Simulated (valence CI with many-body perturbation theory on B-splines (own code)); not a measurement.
## Questions on Pt7+

Calculated by valence CI with perturbative core correlation (CI+MBPT): three valence electrons over a frozen Dirac-Fock core [Xe] 4f14, a basis of 7 s, 7 p, 8 d, 6 f, 4 g, 1 h functions for each j, with the one-electron correlation potential Σ1 (screened to all orders), the two-electron term Σ2, the three-electron term Σ3, Breit, model QED; selected single and double excitations, second order for the rest, scaled by the run's own slope (own B-spline code, finite nucleus).

No measured spectrum was set against this ion. As an estimate, terms of the open shell hold to 2 to 4 % of their energy, and close levels can change places; different configurations can be misplaced against each other by 1,000 to 8,000 cm⁻¹. Only levels of the ground parity were solved; by the run's estimate the other parity begins above the list, which can be wrong where configurations are misplaced.

Names give the largest LS component (configuration and term), which can be under half, so a name can repeat, a term be missing and a line seem to break the LS rules; names also repeat where a configuration has a term twice.

Rates and lifetimes use the calculated energies. Strong lines usually hold to 10 to 20 %, long lifetimes can be off by a factor of two.

Q: What is the ground level?

A: 5d³ ⁴F_3/2, composition 77 % 5d³ ⁴F + 18 % 5d³ ²D + 3 % 5d³ ²P, g = 0.517.

Q: Name the longest-lived excited levels whose lifetime is computed, and their main decay.

A: 5d³ ⁴F_9/2 at 20568 cm⁻¹ lives 1.42 s, mostly by M1 to 5d³ ⁴F_7/2.

Q: How well does LS coupling describe the low levels?

A: Among the lowest 20 levels the leading LS term, summed over configurations, holds 74 % on average. For single configurations the figures are 74 % in LS and 80 % in jj coupling. Terms mix most in the J = 9/2 level at 20568 cm⁻¹, where the leading one holds 42 %.

Q: What is the ionisation energy?

A: 109.61 eV; NIST lists 109 ± 2.1 eV (theoretical).
